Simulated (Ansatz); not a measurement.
Born–Oppenheimer molecular dynamics of H$_{4}$OSn (6 atoms, charge 0, multiplicity 1). It starts from a relaxed structure.

Method: RKS PBE0/def2-TZVP (Ansatz).

```yaml
ensemble: NVE (Milne-controlled integrator)
time_step: 1 fs
steps_asked: 250
starting_velocities_drawn_for: 300 K
seed: 690995
```

Frames 1 fs apart, positions in Å, forces in eV/Å.

Velocities at 70 fs (Å/ps):

```
Sn -0.15 -0.18 0.11
H 7.28 14.14 -35.03
H 10.94 -6.56 6.31
O -1.51 -0.20 0.98
H 14.27 19.43 -4.20
H 9.12 -2.35 4.42
```

```xyz
6
Properties=species:S:1:pos:R:3:forces:R:3 time_fs=70 energy_less_start_eV=0.027 T=247
Sn 0.009 -0.075 -0.023 0.28 -0.28 -0.55
H 0.033 0.287 1.590 0.07 0.16 0.71
H 1.591 -0.197 -0.712 -0.27 0.06 0.06
O -0.951 1.473 -0.746 -0.10 0.17 -0.25
H -1.121 1.455 -1.692 0.06 -0.05 0.13
H -0.891 -1.492 -0.320 -0.04 -0.06 -0.10
6
Properties=species:S:1:pos:R:3:forces:R:3 time_fs=71 energy_less_start_eV=0.057 T=189
Sn 0.009 -0.076 -0.023 0.39 -0.35 -1.02
H 0.040 0.302 1.560 0.07 0.26 1.19
H 1.600 -0.203 -0.705 -0.35 0.07 0.06
O -0.953 1.473 -0.745 -0.11 0.17 -0.34
H -1.106 1.474 -1.695 0.07 -0.07 0.20
H -0.882 -1.495 -0.316 -0.07 -0.09 -0.10
6
Properties=species:S:1:pos:R:3:forces:R:3 time_fs=72 energy_less_start_eV=0.081 T=143
Sn 0.009 -0.076 -0.023 0.44 -0.38 -1.28
H 0.049 0.320 1.540 0.07 0.32 1.47
H 1.606 -0.208 -0.698 -0.39 0.08 0.06
O -0.955 1.472 -0.744 -0.10 0.16 -0.34
H -1.091 1.492 -1.697 0.07 -0.08 0.20
H -0.874 -1.498 -0.313 -0.09 -0.10 -0.10
6
Properties=species:S:1:pos:R:3:forces:R:3 time_fs=73 energy_less_start_eV=0.084 T=137
Sn 0.009 -0.076 -0.023 0.45 -0.36 -1.27
H 0.058 0.341 1.534 0.06 0.32 1.47
H 1.609 -0.213 -0.690 -0.38 0.08 0.04
O -0.956 1.473 -0.744 -0.08 0.15 -0.27
H -1.075 1.510 -1.696 0.06 -0.09 0.12
H -0.867 -1.503 -0.311 -0.10 -0.10 -0.09
6
Properties=species:S:1:pos:R:3:forces:R:3 time_fs=74 energy_less_start_eV=0.067 T=171
Sn 0.009 -0.076 -0.023 0.42 -0.26 -0.99
H 0.067 0.364 1.542 0.04 0.23 1.20
H 1.608 -0.217 -0.682 -0.34 0.09 0.00
O -0.958 1.473 -0.743 -0.06 0.12 -0.14
H -1.059 1.527 -1.695 0.04 -0.10 0.00
H -0.860 -1.508 -0.310 -0.11 -0.08 -0.07
6
Properties=species:S:1:pos:R:3:forces:R:3 time_fs=75 energy_less_start_eV=0.044 T=215
Sn 0.009 -0.077 -0.024 0.35 -0.12 -0.52
H 0.077 0.390 1.562 0.01 0.08 0.74
H 1.603 -0.221 -0.674 -0.25 0.09 -0.04
O -0.960 1.473 -0.743 -0.04 0.09 -0.03
H -1.042 1.543 -1.694 0.04 -0.10 -0.11
H -0.855 -1.514 -0.310 -0.11 -0.04 -0.04
6
Properties=species:S:1:pos:R:3:forces:R:3 time_fs=76 energy_less_start_eV=0.032 T=238
Sn 0.009 -0.077 -0.024 0.26 0.05 0.01
H 0.087 0.416 1.588 -0.03 -0.09 0.22
H 1.597 -0.223 -0.666 -0.14 0.08 -0.09
O -0.962 1.473 -0.743 -0.03 0.06 0.00
H -1.025 1.558 -1.693 0.04 -0.10 -0.13
H -0.851 -1.521 -0.309 -0.10 0.01 -0.01
6
Properties=species:S:1:pos:R:3:forces:R:3 time_fs=77 energy_less_start_eV=0.039 T=225
Sn 0.009 -0.077 -0.024 0.14 0.20 0.50
H 0.096 0.442 1.617 -0.07 -0.26 -0.25
H 1.589 -0.224 -0.659 -0.01 0.08 -0.14
O -0.963 1.474 -0.743 -0.02 0.04 -0.05
H -1.007 1.572 -1.694 0.04 -0.11 -0.07
H -0.847 -1.527 -0.309 -0.08 0.05 0.02
6
Properties=species:S:1:pos:R:3:forces:R:3 time_fs=78 energy_less_start_eV=0.062 T=180
Sn 0.009 -0.078 -0.025 0.03 0.34 0.89
H 0.105 0.465 1.643 -0.10 -0.40 -0.62
H 1.581 -0.225 -0.654 0.12 0.07 -0.19
O -0.965 1.474 -0.742 -0.02 0.02 -0.16
H -0.989 1.585 -1.695 0.05 -0.12 0.04
H -0.845 -1.533 -0.309 -0.07 0.10 0.05
6
Properties=species:S:1:pos:R:3:forces:R:3 time_fs=79 energy_less_start_eV=0.091 T=124
Sn 0.009 -0.078 -0.025 -0.08 0.44 1.16
H 0.113 0.484 1.664 -0.13 -0.51 -0.88
H 1.573 -0.225 -0.650 0.23 0.06 -0.24
O -0.967 1.474 -0.742 -0.01 0.01 -0.26
H -0.970 1.597 -1.696 0.05 -0.14 0.15
H -0.843 -1.538 -0.309 -0.06 0.14 0.07
6
Properties=species:S:1:pos:R:3:forces:R:3 time_fs=80 energy_less_start_eV=0.114 T=79
Sn 0.009 -0.078 -0.025 -0.15 0.51 1.32
H 0.120 0.499 1.676 -0.15 -0.58 -1.03
H 1.569 -0.225 -0.649 0.30 0.06 -0.27
O -0.969 1.474 -0.742 0.01 -0.01 -0.31
H -0.952 1.607 -1.696 0.04 -0.14 0.20
H -0.841 -1.542 -0.307 -0.05 0.17 0.08
6
Properties=species:S:1:pos:R:3:forces:R:3 time_fs=81 energy_less_start_eV=0.124 T=61
Sn 0.009 -0.078 -0.025 -0.18 0.55 1.37
H 0.125 0.508 1.678 -0.16 -0.61 -1.07
H 1.567 -0.224 -0.650 0.32 0.05 -0.28
O -0.971 1.475 -0.743 0.03 -0.04 -0.28
H -0.932 1.616 -1.694 0.03 -0.13 0.17
H -0.841 -1.544 -0.305 -0.05 0.18 0.09
```

Of the whole run (250 fs, mean temperature of the second half 173 K): The conserved energy stayed within 0.04 meV per atom of its start (net change 0.035 meV per atom), so the integration is sound. Over the second half the temperature averaged 0.58 of the 300 K drawn at the start: a run that starts near a minimum puts about half its kinetic energy into the potential. A run of 0.25 ps of so small a system gives no equilibrium averages.

Time of the run: 4.9 min on 4 threads of AMD EPYC 7R43 64-Core Processor (Zen 3), with other jobs on the host, peak memory 0.19 GiB.
